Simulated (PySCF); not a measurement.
## `C1[Si@H]([AsH]C)O[SiH2]1`, C₂H₉AsOSi₂

Molfile (atoms numbered from 1):
```
C2H9AsOSi2
     RDKit          3D

 15 15  0  0  0  0  0  0  0  0999 V2000
    2.8114   -0.1267   -0.6687 C   0  0  0  0  0  0  0  0  0  0  0  0
    1.1667   -1.1724   -0.9944 As  0  0  0  0  0  3  0  0  0  0  0  0
   -0.2929    0.4319   -0.2238 Si  0  0  1  0  0  4  0  0  0  0  0  0
   -2.1552   -0.0302   -0.1794 C   0  0  0  0  0  0  0  0  0  0  0  0
   -1.8743   -0.0906    1.7069 Si  0  0  0  0  0  4  0  0  0  0  0  0
   -0.2930    0.3216    1.4499 O   0  0  0  0  0  0  0  0  0  0  0  0
    2.7349    0.8854   -1.0621 H   0  0  0  0  0  0  0  0  0  0  0  0
    2.9781   -0.0704    0.4065 H   0  0  0  0  0  0  0  0  0  0  0  0
    3.6762   -0.6155   -1.1203 H   0  0  0  0  0  0  0  0  0  0  0  0
    1.0015   -0.7018   -2.4215 H   0  0  0  0  0  0  0  0  0  0  0  0
   -0.0854    1.8596   -0.5109 H   0  0  0  0  0  0  0  0  0  0  0  0
   -2.8439    0.7294   -0.5336 H   0  0  0  0  0  0  0  0  0  0  0  0
   -2.4240   -0.9706   -0.6540 H   0  0  0  0  0  0  0  0  0  0  0  0
   -1.9016   -1.4150    2.3100 H   0  0  0  0  0  0  0  0  0  0  0  0
   -2.5028    0.9734    2.4734 H   0  0  0  0  0  0  0  0  0  0  0  0
  1  2  1  0
  2  3  1  0
  3  4  1  0
  4  5  1  0
  5  6  1  0
  6  3  1  0
  1  7  1  0
  1  8  1  0
  1  9  1  0
  2 10  1  0
  3 11  1  1
  4 12  1  0
  4 13  1  0
  5 14  1  0
  5 15  1  0
M  END
```

Method used: TDDFT LC-wPBE/def2-SVPD circular dichroism and optical rotation, one conformer, gas phase in PySCF. Geometry: GFN2-xTB.

The molecule is flexible and this is one conformer; a measurement averages over conformers. The calculation is non-relativistic, which matters for the atoms heavier than Zn.

Stereocentres: Si3 S.

(1) Give the optical rotatory dispersion at 633, 589.3, 546, 436, 405, 365, 355 nm.

(2) And for the mirror image at 589.3 nm?

(3) What is the molar rotation [Φ] = [α]·M/100 of the geometry above at 589.3 nm?

## Answers

(1) [α] in deg dm⁻¹ (g/mL)⁻¹:
```
λ (nm)  origin-invariant length gauge  modified velocity gauge  length gauge (centre of mass)  isotropic polarisability (au)
   633                          -39.6                    -32.6                          -41.1                          108.3
 589.3                          -44.7                    -36.3                          -46.4                          108.9
   546                          -50.4                    -40.3                          -52.5                          109.5
   436                          -65.1                    -46.4                          -68.8                          112.4
   405                          -65.7                    -42.4                          -70.2                          113.7
   365                          -54.5                    -21.6                          -60.9                          116.0
   355                          -47.2                    -10.9                          -54.2                          116.7
```

(2) +44.7 deg dm⁻¹ (g/mL)⁻¹ (origin-invariant length gauge): the same size and the opposite sign.

(3) With M = 180.19 g/mol, -80.6 deg cm² dmol⁻¹ (origin-invariant length gauge).

The first excitation lies at 6.00 eV (207 nm) with R = +47.3 × 10⁻⁴⁰ esu² cm² (velocity form).
